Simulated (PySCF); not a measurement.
NP, charge -1, doublet, at a GFN2-xTB geometry (a state made from the parent by changing its charge; the spin is typed, not shown lowest) (in this run its highest filled SCF level lies above zero, so its values depend strongly on the basis, on diffuse functions most of all). Base run: B3LYP/def2-SV(P) in PySCF.

The PySCF input:
```python
from pyscf import gto, scf, dft

mol = gto.M(
    atom='''
N    -0.00000000   -0.00000000   -1.03321469
P     0.00000000    0.00000000    0.48216685
''',
    basis='def2-sv(p)',
    charge=-1,
    spin=1,
    verbose=4,
)

mf = dft.UKS(mol)
mf.xc = 'b3lyp'
mf.kernel()
```

Variants of this job, named by their change:

```json
[
 {"change": "base", "ΔE vs base (µEh)": "0.0", "SCF cycles": "12", "<S^2>": "0.754", "outcome": "converged"},
 {"change": "conv_tol_grad = 1e-3", "ΔE vs base (µEh)": "0.0", "SCF cycles": "12", "<S^2>": "0.754", "outcome": "converged"},
 {"change": "diis_space = 12", "ΔE vs base (µEh)": "0.0", "SCF cycles": "11", "<S^2>": "0.754", "outcome": "converged"},
 {"change": "conv_tol = 1e-12", "ΔE vs base (µEh)": "0.0", "SCF cycles": "13", "<S^2>": "0.754", "outcome": "converged"},
 {"change": "conv_tol = 1e-4", "ΔE vs base (µEh)": "52.5", "SCF cycles": "6", "<S^2>": "0.753", "outcome": "converged"},
 {"change": "DIIS = ADIIS", "ΔE vs base (µEh)": "0.0", "SCF cycles": "28", "<S^2>": "0.754", "outcome": "converged"},
 {"change": "diis = off; damp = 0.6 (with mf.diis_start_cycle = 200; with mf.max_cycle = 150)", "ΔE vs base (µEh)": "0.0", "SCF cycles": "42", "<S^2>": "0.754", "outcome": "converged"},
 {"change": "damp = 0.5; diis_start_cycle = 5", "ΔE vs base (µEh)": "0.0", "SCF cycles": "17", "<S^2>": "0.754", "outcome": "converged"},
 {"change": "conv_tol = 1e-7", "ΔE vs base (µEh)": "0.0", "SCF cycles": "10", "<S^2>": "0.754", "outcome": "converged"},
 {"change": "init_guess = sap", "ΔE vs base (µEh)": "0.0", "SCF cycles": "13", "<S^2>": "0.754", "outcome": "converged"},
 {"change": "conv_tol = 1e-11", "ΔE vs base (µEh)": "0.0", "SCF cycles": "13", "<S^2>": "0.754", "outcome": "converged"},
 {"change": "init_guess = mod_huckel", "ΔE vs base (µEh)": "0.0", "SCF cycles": "11", "<S^2>": "0.754", "outcome": "converged"},
 {"change": "diis = off (with mf.max_cycle = 100)", "ΔE vs base (µEh)": "-", "SCF cycles": "100", "<S^2>": "-", "outcome": "not converged"}
]
```

Open shells are given as the SCF converged; they aren't shown to be the lowest states, and a large step between rows can be another state.
